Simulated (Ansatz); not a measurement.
Reactions of C2H9FO5W (`C[O][W]([OH])([OH])([OH])([F])[O]C`).

Computed with Ansatz on PBE0-D4/def2-TZVP structures; ΔE is electronic, products minus reactants. CBS: MP2 limit from def2 TZ/QZ plus the TZ coupled-cluster correction, frozen cores. This one scheme is used for every species. def2 core potentials past Kr. For W outer-core shells are correlated without core-valence functions, which leaves a few kJ/mol of doubt a bond. One conformer a species, not always the lowest.

(1) Order these by ΔE at CCSD(T)/CBS, lowest first. (Best estimate.)
A. `C[O][W]([OH])([OH])([OH])([F])[O]C` + `[SiH3]CO[SiH2]Cl` → `C[O][W]([OH])([OH])([F])([Cl])[O]C` + `O[SiH2]OC[SiH3]`
B. `C[O][W]([OH])([OH])([OH])([F])[O]C` + HCl → `C[O][W]([OH])([OH])([F])([Cl])[O]C` + H₂O
C. `C[O][W]([OH])([OH])([OH])([F])[O]C` + HCl → `C[O][W]([OH])([OH])([OH])([Cl])[O]C` + H–F

Largest T1 diagnostic: 0.021, for `C[O][W]([OH])([OH])([OH])([Cl])[O]C`.

Answers

(1) B (-6.1 kcal/mol), A (-3.8 kcal/mol), C (+2.9 kcal/mol).
